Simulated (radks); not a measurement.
Results of a calculation; reference values are marked as such.
Q: The mean radii <r> (bohr) of the occupied orbitals of an atom or ion are listed with their occupations. Level of theory: scalar-relativistic Kohn-Sham, exchange-only LDA, spin-polarised, spherical densities, point nucleus (a radial shooting solver on a logarithmic mesh with Libxc functionals).

| orbital | occ. | <r> |
|---|---|---|
| 1s up | 1 | 0.01932 |
| 1s down | 1 | 0.01932 |
| 2s up | 1 | 0.08089 |
| 2s down | 1 | 0.08086 |
| 2p up | 3 | 0.07185 |
| 2p down | 3 | 0.07183 |
| 3s up | 1 | 0.1949 |
| 3s down | 1 | 0.1951 |
| 3p up | 2 | 0.1907 |

Name the element and its charge. Open shells, if any, are filled with parallel spins first.

A: Z = 71, lutetium, charge +57: Lu57+ in [Ne] 3s2 3p2. The 1s radius gives Z: for a bare nucleus <r> = (2 gamma + 1)/(2Z) with gamma = sqrt(1 - (Z/c)^2), 0.01909 bohr for Z = 71, and screening makes it slightly larger (0.01932 here). The occupations add up to 14, and the charge is Z minus that.
